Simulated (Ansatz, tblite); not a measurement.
Removing an electron: ZnCl₂⁻. The state is a doublet with charge -1. Geometry: r2SCAN-D4/def2-TZVPD. Ansatz, gas phase; energy differences of separate SCF runs; the oxidised species is a singlet (the triplet lies 3.13 eV higher at PBE0-D4/def2-TZVPD).

```tsv
atom	x (Å)	y (Å)	z (Å)
Zn1	0.608	0.351	0.388
Cl2	-0.628	1.461	-1.166
Cl3	0.021	-1.812	0.778
```

The xTB rows come from tblite. Correlated methods freeze 19 core orbitals. The structure comes from a short search, and lower isomers may exist.

| level | −HOMO (eV) | vertical IE (eV) | −LUMO (eV) | HOMO–LUMO gap (eV) | remarks |
| --- | --- | --- | --- | --- | --- |
| GFN1-xTB | – | 7.02 | – | – | – |
| HF/def2-TZVPPD | – | 1.89 | – | – | – |
| r2SCAN-D4/def2-TZVPD | -0.15 | 2.42 | -1.73 | 1.59 | HOMO above zero (-1 doublet) |
| CCSD/def2-TZVPPD | – | 2.19 | – | – | – |
| CCSD(T)/def2-TZVPPD | – | 2.19 | – | – | – |

Estimate the rows for GFN2-xTB, PBE-D4/def2-TZVPD, PBE0-D4/def2-TZVPD, MP2/def2-TZVPPD.


```csv
level,−HOMO (eV),vertical IE (eV),−LUMO (eV),HOMO–LUMO gap (eV),remarks
GFN2-xTB,–,6.79,–,–,–
PBE-D4/def2-TZVPD,-0.41,2.27,-1.39,0.98,HOMO above zero (-1 doublet)
PBE0-D4/def2-TZVPD,0.43,2.32,-2.28,2.71,–
MP2/def2-TZVPPD,–,2.21,–,–,–
```

  A HOMO above zero means that the electron is unbound at that level or that self-interaction error raises the level; the energy of removing that electron tells which. HOMO and LUMO are the levels of the spin that leaves or enters (xTB has no such levels and no spin-polarisation term). Other spin states of the ions may lie lower, which would lower the ionisation energy or raise the affinity. Raw xTB energy differences between charge states are shifted by several eV; the methods need an empirical correction for them.
